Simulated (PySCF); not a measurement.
A structure optimised at PBE-D3(BJ)/def2-TZVP, used in a PySCF frequency run:

```
C
H 1 1.0963
H 1 1.0963 2 112.44
H 1 1.0963 2 112.44 3 128.11
Mg 1 2.0833 2 106.31 3 -115.94
```
Charge +1, spin multiplicity 1.

### Question
Write its SMILES, formula and point group.

### Answer
[CH3][Mg+], CH₃Mg, C3v

### Question
What are its rotational constants (standard atomic weights)?

### Answer
150.97, 11.318, 11.318 GHz
